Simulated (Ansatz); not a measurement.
Two isomers of CH9GeNSi: A = `C[N]([SiH3])[GeH3]`, B = `NC[SiH2][GeH3]`.

Program: Ansatz. Geometries: PBE0-D4/def2-TZVP. ΔE: electronic, gas phase. CCSD(T)/CBS is the MP2 limit (def2-TZVPP, def2-QZVPP) plus CCSD(T) − MP2 in def2-TZVPP, frozen cores. Functionals use def2-TZVPP. B3LYP here is the variant with VWN-RPA as its local correlation; programs differ in this. For Ge outer-core shells are correlated without core-valence functions, which leaves a few kJ/mol of doubt a bond. Scalar relativity is left out up to krypton. One conformer a species, not always the lowest.

Which is lower in electronic energy at CCSD(T)/CBS, and by how much? (An estimate is asked.)

Computed: A, by 11.9 kcal/mol.

Give E(B) − E(A) in kcal/mol with PBE0-D4, HF/def2-TZVPP, B2PLYP, B3LYP-D4, CCSD/def2-TZVPP, PBE-D4, B3LYP. (An estimate is asked.)

The calculation gave: PBE0-D4 7.9, HF/def2-TZVPP 16.4, B2PLYP 12.5, B3LYP-D4 11.4, CCSD/def2-TZVPP 13.1, PBE-D4 6.5, B3LYP 10.5. None reverses the order clearly.

Largest T1 diagnostic: 0.011.

In def2-TZVPP, CCSD(T) changes the Hartree–Fock value by −3.5 kcal/mol (the triples alone add −0.2 kcal/mol) and MP2 by −1.6 kcal/mol. The D4 term adds +1.0 kcal/mol with B3LYP and +0.5 kcal/mol with PBE0; it sums over pairs of atoms, weighted by their polarisabilities, and B3LYP, whose exchange is more repulsive, gets the larger term.
